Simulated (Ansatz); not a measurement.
# A rate constant, worked out

An elementary step of SiNH4Cl3, singlet (SiHCl₃ ([Cl][SiH]([Cl])[Cl]) + NH₃ → SiNH₂Cl₃ ([NH2][Si]([Cl])([Cl])[Cl]) + H₂; Si–H, H–N broken or loosened, Si–N, H–H formed or tightened). The start structure is the complex of the reactants, bound by 0.16 eV, and the electronic barrier above it is 1.918 eV by CCSD(T) at an estimated basis limit (MP2 extrapolated from triple and quadruple zeta, plus CCSD(T) − MP2 in triple zeta). Program: Ansatz 0.2.0. Basis: def2-TZVPP and def2-QZVPP. Cores are frozen in the correlated methods. Extrapolation: Hartree–Fock as exp(−7.88 √X), correlation as X^−2.97. Harmonic wavenumbers at PBE0-D4/def2-TZVP (Ansatz 0.2.0), in cm⁻¹:

Start: 102, 176, 178, 193, 228, 248, 255, 465, 483, 536, 606, 643, 750, 1041, 1222, 1642, 1650, 2257, 3476, 3608, 3611.

Saddle: 1474i, 97, 106, 162, 222, 242, 311, 422, 494, 592, 725, 744, 839, 916, 974, 1500, 1518, 1775, 1876, 3505, 3609.

(1) Work out the transition-state-theory rate constant at 300 K from these numbers alone (harmonic vibrations; rotation, path degeneracy and anharmonicity left out), and the Wigner tunnelling factor. Use 1 cm⁻¹ = 1.2398 × 10⁻⁴ eV and k_B = 8.617 × 10⁻⁵ eV/K.

No T1 diagnostic of these runs exceeds 0.010.

Results:

(1) Zero-point energies, half the sums: start 23370/2 cm⁻¹ = 1.4488 eV; saddle, real modes only, 20629/2 cm⁻¹ = 1.2788 eV.
Barrier with zero-point energy: 1.918 + 1.2788 − 1.4488 = 1.7480 eV.
k_BT = 0.02585 eV, so the barrier is 67.62 k_BT.
Vibrational partition functions from the zero-point level, ln q = −Σ ln(1 − exp(−hν/k_BT)): start 4.129, saddle 3.980.
k = (k_BT/h) exp(ln q‡ − ln q) exp(−E0/k_BT), with log₁₀(k_BT/h in s⁻¹) = 12.80: log₁₀ k = 12.80 + (-0.149 − 67.62)/2.3026 = -16.63, so k ≈ 2 × 10^(-17) s⁻¹.
Wigner factor: 1 + (hν‡/k_BT)²/24 = 1 + (7.07)²/24 = 3.08, too large for this simple formula to be trusted. A change of 1 kcal/mol (0.043 eV) in the barrier would change k by a factor of 5.4 at this temperature.

Labels in which every atom is bracketed show which atoms are joined, not bond orders.

For scale, one of the runs: CCSD(T)/def2-TZVPP, 255 basis functions, launched by `ansatz run in.yaml --threads 8 --pin off --events-out ev --progress --plain --max-ram 19148MiB`. Hardware: 8 CPU threads of an Intel Xeon, shared host. Wall time 120 s; peak host memory 5.2 GiB.
